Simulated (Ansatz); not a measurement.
Basis-set series for C$_{4}$H$_{3}$F$_{3}$, SMILES `FC1=C(F)C(F)C1`. The species carries charge 0 and has multiplicity 1. The geometry is a stationary point of PBE0-D4/def2-TZVP.

```
functional       basis  functions  energy (Eh)  HOMO (eV)  LUMO (eV)
   PBE0-D4    def2-SVP        113   -452.88480      -7.52       0.37
   PBE0-D4  def2-TZVPP        259   -453.41999      -7.61       0.26
   ωB97M-V    def2-SVP        113   -453.20142      -9.70       2.63
   ωB97M-V  def2-TZVPP        259   -453.75046      -9.82       2.43
```

**Question.** Give the rows for def2-QZVPP. (Estimate.)

**Answer.** Computed: 
| functional | basis | functions | energy (Eh) | HOMO (eV) | LUMO (eV) |
| --- | --- | --- | --- | --- | --- |
| PBE0-D4 | def2-QZVPP | 489 | -453.44357 | -7.65 | 0.18 |
| ωB97M-V | def2-QZVPP | 489 | -453.77269 | -9.87 | 1.88 |

Positive LUMOs are unbound and depend on the basis.
